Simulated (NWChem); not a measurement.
# A calculation on sulfur tetrafluoride (F₄S)

```xyz
5

F      0.0000    -1.2424    -0.6398
S      0.0000     0.0000     0.3894
F      1.6855     0.0000     0.2936
F     -1.6855     0.0000     0.2936
F      0.0000     1.2424    -0.6398
```
Charge 0, spin multiplicity 1.

Everything below was run with NWChem. All single points use one geometry, from PBE/def2-SVP, a minimum by its harmonic frequencies.

Symmetry labels belong to the abelian group C2v used in the runs, with the axes of the coordinates shown; states degenerate in a higher group split over its labels.

Task: List the lowest 3 singlet excitations that TD-PBE/def2-SVP gives, with oscillator strengths.

Result: 
```tsv
state	symmetry	energy (eV)	wavelength (nm)	f
1	b2	5.46	227	0.020
2	a2	6.19	200	0.000
3	b1	6.34	196	0.016
```
